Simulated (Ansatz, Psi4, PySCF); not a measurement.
Al, charge +1, singlet. Base run: REVPBE/def2-SVP in PySCF.

Here is a job for PySCF.
```python
from pyscf import gto, scf, dft

mol = gto.Mole()
mol.atom = '''
    Al    0.00000000    0.00000000    0.00000000
'''
mol.basis = 'def2-svp'
mol.charge = 1
mol.verbose = 4
mol.build()

mf = dft.RKS(mol)
mf.xc = 'revpbe'
mf.kernel()
```

The same geometry, method and basis name were run in Ansatz (a first-principles code) and Psi4 and PySCF, at each program's defaults and at the settings that a row names. The base is PySCF at its defaults. Differences at the defaults can come from grids, fitting, cores and function types together.

| code and settings | ΔE vs base (µEh) | basis functions | E (Eh) | SCF cycles |
|---|---|---|---|---|
| PySCF, defaults (exact integrals, its default grid, spherical functions) | 0.0 | 18 | -242.00581 | 5 |
| Psi4, defaults (density fitting with its default set, its default grid, spherical functions) | -11.0 | 18 | -242.00582 | 5 |
| Ansatz, defaults (factorised integrals, its default grid, spherical functions) | -0.2 | 18 | -242.00581 | - |
| PySCF, density fitting with def2-universal-jkfit | -11.2 | 18 | -242.00582 | 5 |
| PySCF, fine grid | 0.0 | 18 | -242.00581 | 5 |
| Psi4, exact integrals, spherical functions, fine grid | 0.0 | 18 | -242.00581 | 6 |
| Ansatz, high accuracy | 0.0 | 18 | -242.00581 | - |
